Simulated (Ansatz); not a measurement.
Pulling on the Si1–Cl2 bond in ClH3Si (SMILES [SiH3]Cl) (multiplicity 1 held, fragments rigid). Energies count from the point at 2.066 Å.
Geometry at that point (charge 0, multiplicity 1):
```xyz
5

Si    -0.9909    -0.0342    -0.0269
Cl     1.0734     0.0371     0.0291
H     -1.3975    -1.0115    -1.0553
H     -1.4964     1.3105    -0.3652
H     -1.4809    -0.4500     1.3017
```

Active spaces are followed from a long bond inwards.

Cores are frozen in the correlated methods.

Codes used: Ansatz (a program for electronic structure). Each number belongs to the level named beside it.

**Question.** What is the computed energy at R = 6.612 Å (FIC-MRCISD+Q on CASSCF(6,4)/cc-pV(D+d)Z)?

**Answer.** 99.1 kcal/mol

Doubts at one or more of the structures used: active orbitals that take no part (FIC-MRCISD+Q on CASSCF(6,4)/cc-pV(D+d)Z).
